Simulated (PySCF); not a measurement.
A GIAO shielding run with PySCF 2.14 (density fitting, non-relativistic, gas phase) on `C[Si@@H]1[SiH2][SiH2][SiH2][Si@H]1CF`, C2H13FSi5:

```
$ OMP_NUM_THREADS=1 python probes_run.py task.json out

{"job": {"kind": "nmr", "xc": "PBE0", "basis": "pcSseg-1"}, "charge": 0, "multiplicity": 1}
C      2.871115     0.053960    -0.527524
Si     1.409168    -0.057162     0.691810
Si     0.275720    -2.096812     0.392321
Si    -1.549843    -1.676286    -1.010217
Si    -1.566893     0.614725    -1.496754
Si    -0.160796     1.595513     0.104117
C     -1.262318     1.708677     1.681308
F     -1.711350     0.424250     1.968582
H      3.401030     0.997510    -0.442067
H      2.527844    -0.035937    -1.554347
H      3.589637    -0.740633    -0.353453
H      2.006194     0.132433     2.029871
H      1.156882    -3.135700    -0.167468
H     -0.146148    -2.660717     1.678399
H     -2.820442    -2.097984    -0.410195
H     -1.478576    -2.471695    -2.246422
H     -2.908189     1.211266    -1.551665
H     -1.014580     0.880252    -2.834915
H      0.257861     2.998100    -0.080678
H     -0.729587     2.050149     2.569978
H     -2.155650     2.323034     1.558850
```

Hardware: 1 thread of an Arm Neoverse N1, shared host. The job also computes population analyses, field gradients, ring-centre shieldings.

(1) How large is the calculation?

(2) How long does it take, and how much memory does it need?

Results:

(1) 104 electrons, 236 basis functions and 1346 auxiliary functions.

(2) 96 s of wall time, with 12 SCF cycles and 4 response iterations; peak memory 1.1 GiB. Times on a shared host scatter by some tens of per cent.
